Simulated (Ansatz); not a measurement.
Harmonic frequencies (cm⁻¹) at PBE0-D4/def2-TZVP from Ansatz: 158, 388, 409.

Question: Which molecule is it?
A. `[F][Ge][SH]`
B. `[Cl][Ge][Cl]`
C. `[GeH][Br]`
D. `[Br][Ge][Br]`

Answer: B.
